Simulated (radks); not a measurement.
Values are calculated unless marked as measured or tabulated.
Zn+, configuration [Ar] 3d10 4s1 (the NIST ground configuration).

Level of theory: non-relativistic Kohn-Sham, PBE, spin-polarised, spherical densities, point nucleus; open shells are filled with parallel spins first (a radial shooting solver on a logarithmic mesh with Libxc functionals).

Energy parts (eV):
| part | energy |
|---|---|
| total | -48404.653 |
| kinetic | 48371.263 |
| electron-nucleus | -115644.680 |
| Hartree | 20790.485 |
| exchange-correlation | -1921.721 |

Orbitals (lengths in bohr, moments of r in powers of bohr; r(max) is where P^2 peaks; r(90%) holds 90 % of the orbital's charge):
orbital  occ.  eigenvalue (eV)  r(90%)     <r^2>   r(max)
1s up       1        -9414.722  0.0910  0.003500  0.03371
1s down     1        -9414.679  0.0910  0.003500  0.03371
2s up       1        -1141.531   0.355   0.06221   0.1925
2s down     1        -1141.540   0.355   0.06221   0.1925
2p up       3        -1007.217   0.326   0.04883   0.1535
2p down     3        -1007.215   0.326   0.04884   0.1535
3s up       1        -134.5634    1.04    0.5538   0.5970
3s down     1        -134.5390    1.04    0.5529   0.5970
3p up       3         -91.9279    1.11    0.6109   0.5962
3p down     3         -91.8825    1.11    0.6088   0.5962
3d up       5         -20.1414    1.58     1.082   0.5658
3d down     5         -19.9341    1.55     1.043   0.5650
4s up       1         -14.2262    3.65     6.776    2.023
4s down     0         -13.0315    3.65     6.767    2.015

The highest occupied level is 4s up at -14.226 eV. The spin density at the nucleus is 8.047 e/bohr^3 (1s 0.053, 2s 0.057, 3s -0.086, 4s 8.023), a Fermi contact field of 422 T. The electron density at the nucleus is 1.846e+04 e/bohr^3. Virial ratio -V/T = 2.00069. Spin moment in Bohr magnetons: 1. Summed over all electrons, <r^2> = 22.59 bohr^2, which gives a Langevin (diamagnetic) susceptibility term of -17.9 x 10^-6 cm^3/mol.
